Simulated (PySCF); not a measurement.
C₄H₂F₂O₂.

```xyz
10

O     -0.2991     2.3990     0.0000
C      0.0512     1.2414     0.0000
C      1.5087     0.7416     0.0000
O      1.4445    -0.7038     0.0000
C      0.1569    -1.0260     0.0000
F     -0.0891    -2.3043     0.0000
C     -0.7239     0.0089     0.0000
F     -2.0468    -0.0842     0.0000
H      2.0509     1.0692     0.8989
H      2.0509     1.0692    -0.8989
```
Charge 0, spin multiplicity 1.

The structure is a stationary point at B3LYP-D3(BJ)/def2-SVP. This is a generated structure with no PubChem entry under its InChIKey; it may be hypothetical. Other conformers were not sampled.

The numbers are results of HF/pcSseg-1 run with PySCF, not measurements. Non-relativistic, no solvent.

Computed absolute GIAO shielding of each atom: isotropic value and principal components (ppm):
```tsv
atom	σ(iso)	σ11	σ22	σ33	span
O1	-218.1	-719.0	-357.0	421.7	1140.8
C2	-1.1	-111.0	9.3	98.4	209.4
C3	121.9	106.4	107.8	151.4	44.9
O4	245.1	164.0	261.3	310.0	146.0
C5	13.7	-75.6	34.6	82.0	157.6
F6	296.4	203.3	308.4	377.3	174.1
C7	66.4	27.1	62.9	109.1	82.1
F8	435.0	372.9	435.2	496.8	123.9
H9	27.3	23.4	26.3	32.1	8.7
H10	27.3	23.4	26.3	32.1	8.7
```
